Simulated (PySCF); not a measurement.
Compound: C₄HCl₂F₃O.
Structure used (GFN2-xTB), in Å, numbered top down from 1:
```xyz
11
C4HCl2F3O angstrom
O      1.389   -1.476    0.383
C      1.629   -0.316    0.345
Cl     3.268    0.267    0.632
C      0.730    0.812    0.081
C     -0.582    0.695   -0.171
Cl    -1.561    2.055   -0.467
C     -1.324   -0.637   -0.218
F     -2.621   -0.472   -0.491
F     -0.837   -1.441   -1.165
F     -1.261   -1.280    0.949
H      1.176    1.795    0.096
```

Method used: TDDFT CAM-B3LYP/def2-SVPD, vertical, gas phase, core orbitals frozen in the response in PySCF 2.14.0, density-fitted response routines.

Ground-to-excited transition dipoles (e·a0, same axes as the geometry; the sign carries no meaning), for the states with f of 0.002 or more among the lowest 8:

```tsv
state	E (eV)	μx	μy	μz
S2	5.361	-1.659	0.651	-0.379
S4	6.021	0.330	0.268	0.046
S8	7.831	-0.642	-0.185	-0.115
```

(1) Work out the oscillator strengths.

(2) Label these states by symmetry in Cs.

(3) Which bond between heavy atoms lies closest to the direction of the S2 transition dipole?

(4) What angle do the transition dipoles of S2 and S8 make?

(5) How is the summed strength of these states shared among x, y and z?

(6) What peak molar absorption coefficient would the strongest computed level give as a lone Gaussian band 0.3 eV wide at half height?

## Answers

(1) f = (2/3) ΔE |μ|² with ΔE in hartree (27.2114 eV).

```csv
state,|μ|² (au),|μ| (D),f
S2,3.320,4.63,0.436
S4,0.183,1.09,0.027
S8,0.459,1.72,0.088
```

(2) Polarised in the mirror plane, so A′: S2, S4 and S8.

(3) C7–F8, at 14° from it; next C4–C5 at 26°.

(4) |cos θ| = |μa·μb| / (|μa| |μb|) = 0.80, so θ ≈ 37° (taken between 0 and 90°, since the signs are arbitrary).

(5) (2/3) Σ ΔE μα² gives 0.457 for x, 0.073 for y and 0.022 for z, 0.551 in all.

(6) ε(max) = 2.175×10⁸ f / FWHM, with the width in cm⁻¹. S2: 2.175×10⁸ × 0.4361 / 2420 ≈ 39000 L mol⁻¹ cm⁻¹.

Cost: about 2.7 min of CPU time on one thread (grids of density and orbitals included); the machine was shared, so the figure is rough.

One conformer stands for the species.
